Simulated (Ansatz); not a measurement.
Correlation energies of CH9NOSi2 (`C[SiH2]N[SiH2]O`) by basis set

| atom | x (Å) | y (Å) | z (Å) |
| --- | --- | --- | --- |
| C1 | 1.326 | -1.690 | 0.549 |
| Si2 | 1.291 | 0.128 | 0.127 |
| N3 | -0.059 | 0.578 | -0.863 |
| Si4 | -1.522 | 1.322 | -0.359 |
| O5 | -2.482 | 0.362 | 0.575 |
| H6 | 1.386 | -2.303 | -0.354 |
| H7 | 2.194 | -1.925 | 1.172 |
| H8 | 0.425 | -1.974 | 1.097 |
| H9 | 1.172 | 0.931 | 1.373 |
| H10 | 2.555 | 0.484 | -0.576 |
| H11 | -0.004 | 0.340 | -1.843 |
| H12 | -2.228 | 1.720 | -1.608 |
| H13 | -1.249 | 2.477 | 0.523 |
| H14 | -2.806 | -0.451 | 0.185 |

Total charge 0; spin multiplicity 1. The geometry is a stationary point of PBE0-D4/def2-TZVP. It is one conformer, not always the lowest. Frozen core, restricted reference, the Gaussian-basis code of Ansatz. CBS rows extrapolate triple and quadruple zeta; past MP2 they add the triple-zeta difference.

| basis | HF (Eh) | MP2 corr. | CCSD corr. | (T) | CCSD(T) total |
| --- | --- | --- | --- | --- | --- |
| def2-TZVPP | -750.50794 | -0.88187 | -0.93500 | ? | ? |
| def2-QZVPP | ? | ? | – | – | – |
| CBS(def2) | -750.53919 | ? | -1.04857 | as TZ | ? |

Problem. Fill in the withheld values. (Estimate.)

Solution. The calculation gave: def2-TZVPP (T): -0.03360; def2-TZVPP CCSD(T) total: -751.47654; def2-QZVPP HF (Eh): -750.53541; def2-QZVPP MP2 corr.: -0.94711; CBS(def2) MP2 corr.: -0.99544; CBS(def2) CCSD(T) total: -751.62136.
